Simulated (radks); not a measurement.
The numbers below are computed, except where a source is named.
These are the eigenvalues of the occupied orbitals of an atom or ion with whole-number occupations (Ry). Level of theory: scalar-relativistic Kohn-Sham, XLYP, spin-polarised, spherical densities, point nucleus (a radial shooting solver on a logarithmic mesh with Libxc functionals).

| orbital | eigenvalue |
|---|---|
| 1s up | -1534.782 |
| 1s down | -1534.781 |
| 2s up | -219.4194 |
| 2s down | -219.3722 |
| 2p up | -196.4431 |
| 2p down | -196.4073 |
| 3s up | -38.62363 |
| 3s down | -38.59735 |
| 3p up | -31.08709 |
| 3p down | -31.05762 |
| 3d up | -18.89066 |
| 3d down | -18.84619 |
| 4s up | -6.00457 |
| 4s down | -5.77510 |
| 4p up | -3.94977 |
| 4p down | -3.70634 |
| 4d up | -1.10092 |
| 5s up | -0.87929 |

Which element is it, and in what charge state? The configuration may be excited. Open shells, if any, are filled with parallel spins first.

Answer. Z = 43, technetium, charge +1: Tc+ in [Kr] 4d5 5s1. The list shows which subshells hold electrons but not how many an open one holds; the 1s level, -767.39 hartree, gives Z - s = 39.2 by -(Z - s)^2/2, which with screening and relativity narrows Z to a few neighbours, and the depths of the outer levels then fix element, charge and occupations together.
